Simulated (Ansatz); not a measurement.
Two members of one family (Series [MoO3X]-), computed with Ansatz in the gas phase; def2 core potentials for Mo, no spin–orbit coupling. The two geometries come from different levels. Names give formal oxidation states. A dash marks a value that wasn't run or was left out as unsound. The structures are stationary points that may keep the symmetry of their start. Remarks come from the PBE and PBE0 runs and from stability tests at other levels; not every state was tested. HOMO above LUMO (over both spins in singlets and doublets, within one spin in higher multiplets; at PBE or PBE0), or a gap under 0.15 eV within one spin, warns that the state may not be the lowest or that an electron is smeared out.

First: [MoO3Cl]- (singlet, charge -1, r2SCAN-D4/def2-SVPD geometry).

Cartesian coordinates in Å:
```
Mo -0.025 0.126 0.011
O -1.636 0.336 0.595
O 1.088 0.841 1.120
O 0.131 0.883 -1.533
Cl 0.442 -2.186 -0.194
```

```
               level  HOMO (eV)  vertical IE (eV)
   PBE-D4/def2-TZVPD      -2.12              5.29
r2SCAN-D4/def2-TZVPD      -2.45              5.42
   B97M-V/def2-TZVPD      -2.54                 –
 B3LYP-D4/def2-TZVPD      -3.46                 –
  PBE0-D4/def2-TZVPD      -3.70              5.61
```

Metal–donor distances: 3 × O 1.73 Å, 1 × Cl 2.37 Å. Remarks: gap within one spin near zero at PBE or PBE0 (neutral doublet).

Second: [MoO3(OH)]- (singlet, charge -1, PBE0-D4/def2-SVPD geometry).

```xyz
6

Mo   -0.206   -0.155   -0.389
O    -0.994   -1.672   -0.572
O    -1.304    1.141   -0.674
O     1.126   -0.021   -1.472
O     0.447   -0.045    1.438
H     0.931    0.752    1.669
```

Question: Estimate how these quantities change from the first to the second (second minus first).

Answer: 
```csv
level,Δ HOMO (eV),Δ vertical IE (eV)
PBE-D4/def2-TZVPD,0.53,-0.47
r2SCAN-D4/def2-TZVPD,0.55,-0.48
B97M-V/def2-TZVPD,0.55,–
B3LYP-D4/def2-TZVPD,0.53,–
PBE0-D4/def2-TZVPD,0.54,-0.48
```

Metal–donor distances: 4 × O 1.72 to 1.94 Å.
